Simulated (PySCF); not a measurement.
Symmetry of computed structures. Computed with CAM-B3LYP/def2-SVPD in PySCF (dipole) on a GFN2-xTB geometry, gas phase. The symmetry is that of the one conformer found, every atom within 0.08 Å of its image; none is proved a minimum here.

Task: `[SiH3:1][CH2:2][PH2:3]` with Si1–C2–P3–H 46° and -46°: symmetry, top, dipole?

Result: Cs; near-prolate asymmetric top; symmetry number 1; 2 operations, which sort the 10 atoms into 7 sets; dipole 0.76 D, in the ab plane, which is the mirror; A, B, C = 19566, 2948, 2741 MHz; heavy atoms equivalent by symmetry: none.

Task: What symmetry has `[CH3:1][C:2]([CH3:3])([CH3:4])[C:5](=[O:6])[OH:7]` with C2–C5–O7–H 180°?

Result: Cs; asymmetric top; symmetry number 1; 2 operations, which sort the 17 atoms into 12 sets; dipole 1.86 D, in the ab plane, which is the mirror; heavy atoms equivalent by symmetry: C3/C4.

Task: What symmetry has `CC#CC#C` (1,3-pentadiyne)?

Result: C3v; prolate symmetric top; symmetry number 3; 6 operations, which sort the 9 atoms into 7 sets; dipole 1.30 D, along the axis; A, B, C = 159260, 2066, 2066 MHz.

Task: `[F:1][C:2]([F:3])=[C:4]([F:5])[C:6]([F:7])([F:8])[F:9]`: symmetry, top, dipole?

Result: Cs; asymmetric top; symmetry number 1; 2 operations, which sort the 9 atoms into 8 sets; dipole 1.03 D, in the ab plane, which is the mirror; heavy atoms equivalent by symmetry: F7/F8.
